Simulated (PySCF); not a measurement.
C2H5IMg (SMILES C[CH2][Mg][I]), singlet, at a GFN2-xTB geometry (such geometries of metal compounds can be far from the true shape) (all electrons, no relativity).

Input for PySCF:
```python
from pyscf import gto, scf, mcscf
import numpy

mol = gto.M(
    atom='''
Mg   -0.180080   -1.473086    0.572113
I     0.514236    1.060055    0.318218
C    -1.277174   -2.702690   -0.713806
C    -1.583680   -1.815095   -1.910839
H    -2.211193   -3.052448   -0.269994
H    -0.721151   -3.581996   -1.043787
H    -0.663638   -1.473231   -2.396680
H    -2.163468   -0.934754   -1.613566
H    -2.168963   -2.356745   -2.658992
''',
    basis='sto-3g',
    charge=0,
    spin=0,
    verbose=4,
)

mf = scf.RHF(mol)
mf.kernel()
mc = mcscf.CASSCF(mf, 4, 4)
mc.fix_spin_(ss=0.0)
mc = mc.newton()
mc.kernel()
occ = numpy.linalg.eigvalsh(mc.fcisolver.make_rdm1(mc.ci, mc.ncas, mc.nelecas))[::-1]
ss = mc.fcisolver.spin_square(mc.ci, mc.ncas, mc.nelecas)[0]
print('natural occupations', occ.round(4), ' <S^2>', round(ss, 4))
```

Task: What does this run give for the SCF-reference HOMO energy, SCF-reference HOMO-LUMO gap, SCF-reference Mulliken (on the basis functions themselves) charges in atom order, total energy, number of basis functions, natural occupations of the active orbitals?…

Result: 
```
Property                                                                                                                                                       Result
--------------------------------------------------------------------------------  -----------------------------------------------------------------------------------
SCF-reference HOMO energy                                                                                                                                    -5.94 eV
SCF-reference HOMO-LUMO gap                                                                                                                                  12.54 eV
SCF-reference Mulliken (on the basis functions themselves) charges in atom order  Mg1 0.96, I2 -0.55, C3 -0.34, C4 -0.18, H5 0.00, H6 0.00, H7 0.04, H8 0.04, H9 0.04
total energy                                                                                                                                            -7125.6215 Eh
number of basis functions                                                                                                                                          51
natural occupations of the active orbitals                                                                                                     2.00, 1.99, 0.01, 0.00
```
